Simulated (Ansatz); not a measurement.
Cartesian coordinates in Å:
```
B -0.773 -0.318 1.267
C 0.500 0.003 0.421
C 0.336 0.213 -1.003
C 0.180 0.384 -2.181
H -0.631 -0.486 2.443
H -1.860 -0.399 0.780
H 1.220 -0.809 0.611
H 0.984 0.875 0.887
H 0.043 0.535 -3.225
```

Charge 0, multiplicity 1.

Q: List the B3LYP/def2-TZVPP orbital energies in eV (the Gaussian-basis code of Ansatz). (Best estimate.)

A: Computed: Occupied: -277.29, -276.89, -276.48, -184.11, -21.44, -19.30, -14.67, -13.71, -12.80, -12.10, -10.29, -9.41, -7.52, -7.33. Lowest empty: -1.85, 0.65, 0.89, 1.35, 1.97, 2.14, 2.50, 2.53.

B3LYP here is the variant with VWN-RPA as its local correlation; programs differ in this.
